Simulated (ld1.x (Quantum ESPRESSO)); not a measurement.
u(r) = r·R(r): atom against pseudo-atom (Mn)

Columns: radius, all-electron u(r) and pseudo u(r) of the 3p shell (level -54.69 eV) of manganese in the configuration [Ne] 3s2 3p6 3d5 4s2 4p0; BP86, scalar-relativistic, RRKJ scheme, ld1.x (Quantum ESPRESSO) 7.5.

```tsv
r (bohr)	all-electron	pseudo
0.070	0.3623	-0.0264
0.140	0.5887	-0.1029
0.210	0.4724	-0.2219
0.280	0.1659	-0.3714
0.350	-0.1902	-0.5365
0.420	-0.5146	-0.7013
0.490	-0.7723	-0.8506
0.560	-0.9553	-0.9723
0.630	-1.0684	-1.0588
0.700	-1.1233	-1.1073
0.770	-1.1326	-1.1196
0.840	-1.1086	-1.1010
0.910	-1.0619	-1.0585
0.980	-1.0004	-0.9994
1.050	-0.9305	-0.9305
1.120	-0.8568	-0.8570
1.190	-0.7827	-0.7828
1.260	-0.7103	-0.7103
1.330	-0.6411	-0.6411
1.400	-0.5761	-0.5761
1.470	-0.5158	-0.5158
1.540	-0.4603	-0.4603
1.610	-0.4098	-0.4098
1.680	-0.3639	-0.3639
1.750	-0.3226	-0.3226
1.820	-0.2855	-0.2855
```

(1) How many radial nodes do the two functions have?

(2) At about which radius was the pseudo-wave matched?

(3) Is the pseudo-wave norm-conserving?

Answers

(1) The all-electron 3p function has n − l − 1 = 1; the pseudo-wave has 0, since the states of the same l below it are removed with the core.

(2) 1.40 bohr. The columns agree to 0.0005 from 1.05 bohr on; several derivatives are matched, so the curves merge somewhat inside the radius.

(3) Yes: the RRKJ scheme keeps the norm inside the radius equal to the all-electron one, which fixes the energy derivative of the logarithmic derivative at the level.
